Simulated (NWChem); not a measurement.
# C₂H₆Cl₂Si; SMILES C[Si](C)(Cl)Cl

Results from NWChem. All runs use the structure optimised with PBE0/def2-SVP. Level: PBE0/def2-SVP with SMD (1 M gas to 1 M solution), gas-phase geometry. Reactions with the solvent are ignored.

Q: Order these by “solvation free energy (kcal/mol)”, lowest first: acetonitrile; n-hexane; water; dichloromethane.

A: dichloromethane (-5.2), acetonitrile (-4.6), n-hexane (-3.9), water (-0.1)
